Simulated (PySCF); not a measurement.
An unknown gives this computed stick spectrum. Level of theory: TDDFT CAM-B3LYP/def2-SVPD, vertical, gas phase, core orbitals frozen in the response in PySCF 2.14.0, density-fitted response routines. Geometries: GFN2-xTB, one conformer each.

```csv
state,ν̃ (cm⁻¹),f,"main configurations (H = HOMO, L = LUMO)"
S1,42980,0.0002,"H-1→L (49%), H→L+1 (49%)"
S2,46430,0.228,"H→L (85%), H-1→L+1 (12%)"
S3,55060,0.433,"H-1→L (49%), H→L+1 (49%)"
S4,55890,0.642,"H-1→L+1 (83%), H→L (10%)"
S5,56450,0.032,H-2→L (91%)
S6,56600,0.0001,"H→L+3 (39%), H-3→L (26%), H→L+5 (22%)"
S7,57550,0.0000,"H-3→L (66%), H→L+3 (17%), H→L+5 (9%)"
S8,59130,0.0033,H→L+2 (94%)
```

Problem. Which candidate is it?
A. `CC(=S)C1CNC1`
B. `Cn1nncc1[SiH3]`
C. `[C-]#[N+]c1ccccc1`

Solution. C. Its S1 lies at 5.33 eV; the nearest of the others has S1 at 5.68 eV. S1 is HOMO-1→LUMO (49%), HOMO→LUMO+1 (49%). Löwdin shares by element: HOMO carbon 49% or more, nitrogen 12% (atoms not listed hold the other 39%); LUMO carbon 48% or more, nitrogen 12% (atoms not listed hold the other 41%). At the same level the other candidates give, for their lowest levels:
- `CC(=S)C1CNC1`: 2.54 eV (f 0.000); 4.87 eV (f 0.002); 5.57 eV (f 0.317); 6.05 eV (f 0.062); 6.22 eV (f 0.002); T1 2.10 eV; HOMO -7.55, LUMO -0.78 eV
- `Cn1nncc1[SiH3]`: 5.68 eV (f 0.006); 6.46 eV (f 0.225); 6.96 eV (f 0.051); 6.99 eV (f 0.002); 7.04 eV (f 0.006); T1 4.51 eV; HOMO -8.89, LUMO 0.59 eV
Triplets come from the Tamm–Dancoff approximation.
